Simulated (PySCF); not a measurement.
**Potential energy of GeI⁺ along the bond**

Set-up: PySCF, scalar-relativistic core potentials, basis sets Ge def2-SVP, I def2-SVP with ECP28. Energies in eV from Ge⁺ + I in their ground configurations at the same level. State: ¹Σ⁺ (singlet), closed shell.

Curves on a restricted Hartree–Fock reference rise too fast on stretching and do not dissociate correctly.

| R (Å) | BLYP | PBE | RHF-CCSD |
| --- | --- | --- | --- |
| 2.075 | -2.332 | -2.681 |  |
| 2.172 | -3.201 | -3.509 | -2.698 |
| 2.268 | -3.706 | -3.974 | -3.148 |
| 2.341 | -3.910 | -4.150 | -3.308 |
| 2.413 | -4.003 | -4.217 | -3.354 |
| 2.485 | -4.013 | -4.200 | -3.314 |
| 2.582 | -3.930 | -4.084 | -3.165 |
| 2.703 | -3.723 | -3.839 | -2.877 |
| 2.847 | -3.390 | -3.465 | -2.453 |
| 3.040 | -2.891 | -2.918 |  |

Put a parabola through the three lowest points of the BLYP curve and estimate Re, k and ωe (reduced mass 46.71 u; 1 eV/Å² = 0.16022 mdyn/Å; ωe = 1302.8·√(k/μ) cm⁻¹).

Through R = 2.413, 2.485, 2.582 Å the second-order coefficient is 5.88 eV/Å², so Re ≈ 2.461 Å, k ≈ 1.89 mdyn/Å and ωe ≈ 262 cm⁻¹. A polynomial fit of higher order to the unrounded BLYP energies gives Re = 2.458 Å, k = 2.15 mdyn/Å, ωe = 279 cm⁻¹; anharmonicity and rounding make the difference.

The higher-order fit for each curve: BLYP: Re = 2.458 Å, ωe = 279 cm⁻¹, De = 4.02 eV; PBE: Re = 2.432 Å, ωe = 292 cm⁻¹, De = 4.22 eV; RHF-CCSD: Re = 2.412 Å, ωe = 308 cm⁻¹, De = 3.35 eV.

Correlated steps freeze 13 core orbitals. Correlated levels converge slowly with the basis: in double zeta they bind strong bonds too weakly, by up to about 1 eV, and carry superposition errors of some tenths. Spin–orbit coupling is left out, which matters for elements this heavy, above all for dissociation energies. For an ion De counts to the pair picked by the measured ionisation energies or electron affinities, which need not be the lowest pair at this level. Where the molecule has an RHF reference, its open-shell atoms are computed with UHF.
